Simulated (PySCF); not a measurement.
Numbering as in the mapped SMILES `[CH3:1][Si:2]([C:3]#[N:4])([C:5]#[N:6])[CH2:7][SiH3:8]`. Each H is labelled by its parent atom.

How the numbers were obtained: PBE0/pcSseg-1 with gauge-including orbitals, GFN2-xTB geometry, in PySCF 2.14.0 with density-fitted response routines (isolated molecule, no relativistic terms, one conformer, rapidly exchanging positions averaged).

Referencing at the same level of theory: TMS for ¹³C (σref 186.93), ¹H (σref 31.72), ²⁹Si (σref 349.16); ¹⁵N (σref 267.73) against NH3.

```
 atoms  nucleus  count  δ (ppm)
    C1      ¹³C      1        ?
 N4/N6      ¹⁵N      2    364.8
   Si8     ²⁹Si      1        ?
H(Si8)       ¹H      3     4.08
 H(C1)       ¹H      3     0.65
 C3/C5      ¹³C      2    123.4
    C7      ¹³C      1     -5.7
 H(C7)       ¹H      2     0.35
   Si2     ²⁹Si      1        ?
```

Question: Estimate the values marked ?.

Answer: 
- C1: -1.0 ppm, methyl carbon bonded to Si; an electropositive neighbour leaves it electron-rich and shielded
- Si2: -45.1 ppm, silicon bonded to 4 C
- Si8: -77.4 ppm, silicon bonded to C, 3 H

Shifts are as computed. Against solution values, carbons near 30 ppm lie about +3 ppm off and those near 130 ppm about +5 ppm. Of 1309 compounds with measured shifts, 239 miss one by over three times the rms of a fit or turn the order of signals round; such compounds aren't used in these exercises. Experimental scales use liquid or dissolved standards, which lie at an offset from isolated NH3 (liquid NH3: subtract about 20 ppm). Unscaled 15N shifts of sp2 nitrogen come out 20 to 40 ppm too high even then.
